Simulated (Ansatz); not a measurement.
Ansatz (a first-principles code) input (B3LYP-D3(BJ)/def2-TZVP):

Ansatz 0.2 input:
```yaml
crystal:
  periodic: [false, false, false]
  atoms:
    - {symbol: Sn, position_ang: [-0.00000000, -0.00000000, -0.00000000]}
    - {symbol: H, position_ang: [0.01229980, 0.01135681, 1.87957196]}
    - {symbol: H, position_ang: [-0.01229980, -0.01135681, -1.87957196]}
    - {symbol: H, position_ang: [1.77645116, -0.00682920, -0.01158372]}
    - {symbol: H, position_ang: [-0.88237217, 1.54187106, -0.00354216]}
    - {symbol: H, position_ang: [-0.89407900, -1.53504186, 0.01512588]}
basis:
  gaussian:
    orbitals: def2-TZVP
hamiltonian:
  xc: b3lyp
  dispersion: d3bj
total_charge: -1
phonons: {temperatures: {t_min: 298.15, t_max: 298.15, t_step: 100}}
```

Output:

```
Functional definition: B3LYP
integrals: 0.02 GiB planned
652 factors; their error is unknown
mean field: 0.19 GiB planned
mean field evaluation 1: about -5912.6646 eV, gradient 2.1e1 eV
mean field evaluation 2: about -5912.9314 eV, gradient 1.9e1 eV
mean field evaluation 4: about -5913.5829 eV, gradient 1.6e-1 eV
mean field evaluation 8: about -5913.6413 eV, gradient 8.2e-3 eV
mean field -5913.64134137 eV, -217.3223108853 hartree, gradient 4.4e-5 eV, S^2 0.000000; 0 other end points of the search recorded, 0 dependent functions left out
the calculation of the forces begins
reference -5913.64161552 eV, -217.3223209602 hartree; 14, 14 occupied and 66, 66 virtual orbitals, 652 factors
these checks for a lower state are left out or cut short: stability, starts, cluster_reference, orbital_swaps, neighbouring_geometries, increment
integrals: 0.02 GiB planned
652 factors; their error is unknown
mean field: 0.19 GiB planned
mean field evaluation 16: about -5913.5829 eV, gradient 8.3e-5 eV
mean field -5913.64128707 eV, -217.3223088896 hartree, gradient 2.5e-6 eV, S^2 0.000000; 0 other end points of the search recorded, 0 dependent functions left out
the calculation of the forces begins
reference -5913.64156121 eV, -217.3223189644 hartree; 14, 14 occupied and 66, 66 virtual orbitals, 652 factors
these checks for a lower state are left out or cut short: stability, starts, cluster_reference, orbital_swaps, neighbouring_geometries, increment
integrals: 0.02 GiB planned
652 factors; their error is unknown
mean field: 0.19 GiB planned
mean field -5913.64128686 eV, -217.3223088822 hartree, gradient 2.5e-6 eV, S^2 0.000000; 0 other end points of the search recorded, 0 dependent functions left out
the calculation of the forces begins
reference -5913.64156102 eV, -217.3223189571 hartree; 14, 14 occupied and 66, 66 virtual orbitals, 652 factors
these checks for a lower state are left out or cut short: stability, starts, cluster_reference, orbital_swaps, neighbouring_geometries, increment
integrals: 0.02 GiB planned
652 factors; their error is unknown
mean field: 0.19 GiB planned
mean field evaluation 32: about -5913.6413 eV, gradient 2.7e-5 eV
mean field -5913.64131862 eV, -217.3223100492 hartree, gradient 2.5e-6 eV, S^2 0.000000; 0 other end points of the search recorded, 0 dependent functions left out
the calculation of the forces begins
reference -5913.64159282 eV, -217.3223201260 hartree; 14, 14 occupied and 66, 66 virtual orbitals, 652 factors
these checks for a lower state are left out or cut short: stability, starts, cluster_reference, orbital_swaps, neighbouring_geometries, increment
integrals: 0.02 GiB planned
652 factors; their error is unknown
mean field: 0.19 GiB planned
mean field -5913.64132536 eV, -217.3223102970 hartree, gradient 2.5e-6 eV, S^2 0.000000; 0 other end points of the search recorded, 0 dependent functions left out
the calculation of the forces begins
reference -5913.64159946 eV, -217.3223203699 hartree; 14, 14 occupied and 66, 66 virtual orbitals, 652 factors
these checks for a lower state are left out or cut short: stability, starts, cluster_reference, orbital_swaps, neighbouring_geometries, increment
integrals: 0.02 GiB planned
652 factors; their error is unknown
mean field: 0.19 GiB planned
mean field -5913.64133639 eV, -217.3223107023 hartree, gradient 1.5e-6 eV, S^2 0.000000; 0 other end points of the search recorded, 0 dependent functions left out
the calculation of the forces begins
reference -5913.64161054 eV, -217.3223207772 hartree; 14, 14 occupied and 66, 66 virtual orbitals, 652 factors
these checks for a lower state are left out or cut short: stability, starts, cluster_reference, orbital_swaps, neighbouring_geometries, increment
integrals: 0.02 GiB planned
652 factors; their error is unknown
mean field: 0.19 GiB planned
mean field -5913.64133642 eV, -217.3223107033 hartree, gradient 1.4e-6 eV, S^2 0.000000; 0 other end points of the search recorded, 0 dependent functions left out
the calculation of the forces begins
reference -5913.64161057 eV, -217.3223207781 hartree; 14, 14 occupied and 66, 66 virtual orbitals, 652 factors
these checks for a lower state are left out or cut short: stability, starts, cluster_reference, orbital_swaps, neighbouring_geometries, increment
integrals: 0.02 GiB planned
652 factors; their error is unknown
mean field: 0.19 GiB planned
mean field -5913.64133699 eV, -217.3223107242 hartree, gradient 2.2e-6 eV, S^2 0.000000; 0 other end points of the search recorded, 0 dependent functions left out
the calculation of the forces begins
reference -5913.64161116 eV, -217.3223207999 hartree; 14, 14 occupied and 66, 66 virtual orbitals, 652 factors
these checks for a lower state are left out or cut short: stability, starts, cluster_reference, orbital_swaps, neighbouring_geometries, increment
integrals: 0.02 GiB planned
652 factors; their error is unknown
mean field: 0.19 GiB planned
mean field evaluation 64: about -5913.6413 eV, gradient 1.2e-1 eV
mean field -5913.64132028 eV, -217.3223101103 hartree, gradient 2.2e-6 eV, S^2 0.000000; 0 other end points of the search recorded, 0 dependent functions left out
the calculation of the forces begins
reference -5913.64159441 eV, -217.3223201842 hartree; 14, 14 occupied and 66, 66 virtual orbitals, 652 factors
these checks for a lower state are left out or cut short: stability, starts, cluster_reference, orbital_swaps, neighbouring_geometries, increment
integrals: 0.02 GiB planned
652 factors; their error is unknown
mean field: 0.19 GiB planned
mean field -5913.64132541 eV, -217.3223102989 hartree, gradient 2.0e-6 eV, S^2 0.000000; 0 other end points of the search recorded, 0 dependent functions left out
the calculation of the forces begins
reference -5913.64159954 eV, -217.3223203729 hartree; 14, 14 occupied and 66, 66 virtual orbitals, 652 factors
these checks for a lower state are left out or cut short: stability, starts, cluster_reference, orbital_swaps, neighbouring_geometries, increment
integrals: 0.02 GiB planned
652 factors; their error is unknown
mean field: 0.19 GiB planned
mean field -5913.64133987 eV, -217.3223108301 hartree, gradient 2.0e-6 eV, S^2 0.000000; 0 other end points of the search recorded, 0 dependent functions left out
the calculation of the forces begins
reference -5913.64161404 eV, -217.3223209057 hartree; 14, 14 occupied and 66, 66 virtual orbitals, 652 factors
these checks for a lower state are left out or cut short: stability, starts, cluster_reference, orbital_swaps, neighbouring_geometries, increment
integrals: 0.02 GiB planned
652 factors; their error is unknown
mean field: 0.19 GiB planned
mean field -5913.64131758 eV, -217.3223100110 hartree, gradient 2.1e-6 eV, S^2 0.000000; 0 other end points of the search recorded, 0 dependent functions left out
the calculation of the forces begins
reference -5913.64159170 eV, -217.3223200848 hartree; 14, 14 occupied and 66, 66 virtual orbitals, 652 factors
these checks for a lower state are left out or cut short: stability, starts, cluster_reference, orbital_swaps, neighbouring_geometries, increment
integrals: 0.02 GiB planned
652 factors; their error is unknown
mean field: 0.19 GiB planned
mean field -5913.64133568 eV, -217.3223106762 hartree, gradient 2.2e-6 eV, S^2 0.000000; 0 other end points of the search recorded, 0 dependent functions left out
the calculation of the forces begins
reference -5913.64160986 eV, -217.3223207520 hartree; 14, 14 occupied and 66, 66 virtual orbitals, 652 factors
Total energy: -5913.77091771 eV, -217.3270727279 hartree
Atom 0 at    -0.000000    -0.000000    -0.000000 Å, force     0.000040    -0.000000    -0.000000 eV/Å
Atom 1 at     0.012300     0.011357     1.879572 Å, force    -0.000008    -0.000008    -0.001310 eV/Å
Atom 2 at    -0.012300    -0.011357    -1.879572 Å, force     0.000009     0.000008     0.001310 eV/Å
Atom 3 at     1.776451    -0.006829    -0.011584 Å, force     0.000752    -0.000003    -0.000005 eV/Å
Atom 4 at    -0.882372     1.541871    -0.003542 Å, force    -0.000393     0.000747    -0.000002 eV/Å
Atom 5 at    -0.894079    -1.535042     0.015126 Å, force    -0.000399    -0.000744     0.000007 eV/Å
Dipole moment:     0.000000    -0.000000    -0.000000 e Å
Vibrations: 419.53 419.54 744.33 744.35 776.67 944.05 944.11 1177.33 1302.44 1633.56 1633.60 1679.76 cm⁻¹, zero-point energy 0.769897 eV
```
